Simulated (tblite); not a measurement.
Compound: C₈H₈O₂Si.
Cartesian coordinates in Å at the GFN2-xTB level; atoms count from 1:
```xyz
19
C8H8O2Si angstrom
Si    -1.846   -1.559   -0.427
C     -1.419    0.260   -0.394
C     -2.227    1.382   -0.720
C     -1.457    2.488   -0.541
O     -0.221    2.150   -0.126
C     -0.203    0.801   -0.038
C      0.987    0.125    0.384
C      2.227    0.586    0.753
C      2.991   -0.561    1.063
C      2.170   -1.628    0.863
O      0.955   -1.224    0.453
H     -3.241   -1.655   -0.871
H     -1.718   -2.128    0.916
H     -0.977   -2.255   -1.377
H     -3.247    1.354   -1.045
H     -1.656    3.534   -0.670
H      2.539    1.608    0.793
H      4.011   -0.584    1.389
H      2.323   -2.683    0.975
```

Calculated harmonic vibrations of the isolated species, GFN2-xTB (tblite), most abundant isotopes, no scaling. Against measured fundamentals such values can be off by several per cent, at times by over 20. Modes of hydrogen on silicon can be 10 to 20 % off. One conformer, not necessarily the lowest.

Harmonic wavenumbers (cm⁻¹): 54.5, 84.6, 111.2, 170.4, 188.1, 197.9, 329.0, 362.8, 433.9, 505.5, 532.8, 571.5, 581.6, 590.9, 626.8, 672.4, 758.5, 762.8, 776.2, 795.6, 796.9, 812.4, 840.1, 844.4, 855.6, 860.0, 893.1, 993.9, 1035.4, 1067.0, 1080.8, 1110.2, 1136.0, 1182.4, 1203.4, 1220.5, 1289.3, 1365.1, 1383.2, 1439.2, 1499.4, 1535.1, 1597.0, 2231.3, 2259.2, 2260.2, 3163.4, 3168.9, 3181.9, 3185.3, 3197.3.

A = 1587, B = 838.1, C = 551.9 MHz; mass 164.029 u (most abundant isotopes); point group Cs, symmetry number 1.

Q: Zero-point energy?

A: ½Σν̃ = 28897 cm⁻¹ = 345.69 kJ/mol.

Q: What is S at 200 K and 1 bar for an ideal gas of classical rigid rotors and harmonic oscillators?

A: Translation 164.16, rotation 122.47, vibration 72.39: S = 359.0 J/(mol K).

Q: And Cp and H(200 K) − H(0)?

A: Cp = 120.16 J/(mol K), of which vibrations give 86.90 (their classical limit is 51 R = 424.0); H(200 K) − H(0) = 14.81 kJ/mol without the zero-point energy, 8.16 from vibrations.

Q: Which modes carry the vibrational entropy at 200 K?

A: 54.5 cm⁻¹: 16.15; 84.6 cm⁻¹: 12.57; 111.2 cm⁻¹: 10.39; 170.4 cm⁻¹: 7.12; 188.1 cm⁻¹: 6.41; 197.9 cm⁻¹: 6.05 J/(mol K); the other 45 give 13.70 together.

Q: What must be added to the electronic energy to get the Gibbs energy at 200 K and 1 bar?

A: ZPE + [H(200 K) − H(0)] − T·S = 345.69 + 14.81 − 71.80 = 288.70 kJ/mol.

Q: Blend soft modes into free rotors: weight 1/[1 + (100 cm⁻¹/ν̃)⁴] for the oscillator and the rest for a rotor with moment μB/(μ + B), μ = h/(8π²ν), B = 10⁻⁴⁴ kg m². What vibrational entropy results?

A: 68.39 J/(mol K) in place of 72.39, which changes −T·S at 200 K by +0.80 kJ/mol.

Q: How do the functions run with temperature in this model?

A: 
```
T (K)  S (J/(mol K))  Cp (J/(mol K))  H − H(0) (kJ/mol)  G − H(0) (kJ/mol)  ln q(vib)
  100          294.3            74.2               5.22             -24.22       1.42
  300          418.0           174.5              29.54             -95.86       6.34
  500          529.3           262.4              73.87            -190.78      11.75
  800          670.7           336.7             165.00            -371.58      19.84
 1000          749.2           365.8             235.44            -513.75      24.88
```

q(vib) and H(0) count from the zero-point level.

Hindered rotation and anharmonicity are outside this model. Other conformers, if any are populated, would add a mixing term that is left out.

On an Intel Xeon 6975P-C with one thread, no GPU, on a shared host, this took 0.74 s of wall time. The figure is for the frequency step alone.
